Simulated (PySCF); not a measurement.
Molecule: `[BH3-][PH2+]c1ccccc1`, C6H10BP.

Molfile (atoms numbered from 1):
```
C6H10BP
     RDKit          3D

 18 18  0  0  0  0  0  0  0  0999 V2000
    2.9252    0.6276    0.2721 B   0  0  0  0  0  0  0  0  0  0  0  0
    1.6851   -0.7707   -0.1540 P   0  0  0  0  0  0  0  0  0  0  0  0
   -0.0847   -0.3744   -0.0761 C   0  0  0  0  0  0  0  0  0  0  0  0
   -0.7867   -0.5215    1.1253 C   0  0  0  0  0  0  0  0  0  0  0  0
   -2.1241   -0.1398    1.2024 C   0  0  0  0  0  0  0  0  0  0  0  0
   -2.7656    0.3953    0.0864 C   0  0  0  0  0  0  0  0  0  0  0  0
   -2.0665    0.5516   -1.1096 C   0  0  0  0  0  0  0  0  0  0  0  0
   -0.7290    0.1717   -1.1918 C   0  0  0  0  0  0  0  0  0  0  0  0
    2.6381    0.9254    1.4221 H   0  0  0  0  0  0  0  0  0  0  0  0
    4.0243    0.1116    0.1370 H   0  0  0  0  0  0  0  0  0  0  0  0
    2.6662    1.4966   -0.5477 H   0  0  0  0  0  0  0  0  0  0  0  0
    1.8093   -1.3424   -1.4452 H   0  0  0  0  0  0  0  0  0  0  0  0
    1.7666   -1.9437    0.6377 H   0  0  0  0  0  0  0  0  0  0  0  0
   -0.2898   -0.9344    2.0073 H   0  0  0  0  0  0  0  0  0  0  0  0
   -2.6679   -0.2605    2.1421 H   0  0  0  0  0  0  0  0  0  0  0  0
   -3.8147    0.6934    0.1495 H   0  0  0  0  0  0  0  0  0  0  0  0
   -2.5648    0.9731   -1.9856 H   0  0  0  0  0  0  0  0  0  0  0  0
   -0.1861    0.3030   -2.1316 H   0  0  0  0  0  0  0  0  0  0  0  0
  1  2  1  0
  2  3  1  0
  3  4  2  0
  4  5  1  0
  5  6  2  0
  6  7  1  0
  7  8  2  0
  8  3  1  0
  1  9  1  0
  1 10  1  0
  1 11  1  0
  2 12  1  0
  2 13  1  0
  4 14  1  0
  5 15  1  0
  6 16  1  0
  7 17  1  0
  8 18  1  0
M  CHG  2   1  -1   2   1
M  END
```

Geometry PBE0-D3(BJ)/def2-SVP throughout; GIAO in PySCF, gas phase, one conformer, non-relativistic; equivalent atoms averaged; functional PBE0.

Question: How do the absolute shieldings σ depend on the basis set? (a selection of nuclei; ppm; last column core-seconds on 1 thread of an Intel Xeon Platinum 8488C, shared host)

Answer: 
```tsv
basis set	functions	B1	C4/C8	C6	C5/C7	C3	H16	H14/H18	H12/H13	H9/H10/H11	core-s
pcSseg-0	96	148.7	52.0	52.6	54.1	61.7	25.46	25.61	27.78	30.81	10
cc-pVDZ	166	155.0	65.4	66.6	67.7	68.5	23.86	23.81	25.93	30.14	29
def2-SVP	166	154.7	64.0	65.0	66.5	68.8	24.00	24.01	26.01	30.21	20
aug-cc-pVDZ	278	152.4	64.8	66.0	67.1	67.2	23.68	23.64	25.80	30.18	59
def2-TZVP	314	148.9	49.3	50.8	52.4	53.3	23.78	23.73	25.66	30.27	63
```

Question: Which nucleus among those listed moves most, in ppm?

Answer: C4/C8 (aromatic CH): from 49.3 ppm with def2-TZVP to 65.4 ppm with cc-pVDZ. The smallest spread is 0.67 ppm, at H9/H10/H11. Proton shifts span only some 12 ppm, so a few tenths of a ppm matter as much there as several ppm in carbon.

Question: Taking the largest basis, def2-TZVP (314 functions), as the yardstick, rank the others by their worst heavy-atom deviation.

Answer: pcSseg-0 8.5 ppm (96 functions), def2-SVP 15.5 ppm (166 functions), aug-cc-pVDZ 15.5 ppm (278 functions), cc-pVDZ 16.1 ppm (166 functions).

A small basis that lands close on one nucleus may do so by chance; judge by the trend and by all nuclei.
